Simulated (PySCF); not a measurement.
These 2 structures share the formula C4H8BrN. Level of theory: PySCF 2.14.0, PBE0-D3(BJ)/def2-SVP geometry optimisation, gas phase. Energies are electronic, without zero-point or thermal terms, for one conformer each. No frequencies were run at this level. Point groups hold within 0.08 Å.

Question: Rank from lowest to highest electronic energy at this level (kcal/mol).
A. `[CH3:1]/[C:2](=[CH:3]\[Br:4])[CH2:5][NH2:6]` with C1–C2–C5–N6 -59°, C2–C5–N6–H -70° and 172°
B. `[CH3:1]/[C:2]([Br:3])=[CH:4]/[CH2:5][NH2:6]` with C2–C4–C5–N6 116°, C4–C5–N6–H -57° and 60°

Answer: B (0.0), A (0.1).

Neighbours under 2.5 kcal/mol apart (C/C(Br)=C/CN and C/C(=C\Br)CN) can change places with a better method, another conformer or zero-point energy.

| SMILES | E (Eh) | E rel (kcal/mol) | dipole (D) | point group | A, B, C (MHz) |
| --- | --- | --- | --- | --- | --- |
| C/C(Br)=C/CN | -2785.11928 | 0.0 | 2.41 | C1 | 3280, 1360, 1019 |
| C/C(=C\Br)CN | -2785.11912 | 0.1 | 2.54 | C1 | 6675, 905.7, 840.5 |

As an exercise, what shares would exp(−E/RT) give at 500 K from these electronic energies alone (no entropy, no degeneracies)?

RT = 0.994 kcal/mol: C/C(Br)=C/CN 52.5 %, C/C(=C\Br)CN 47.5 %.
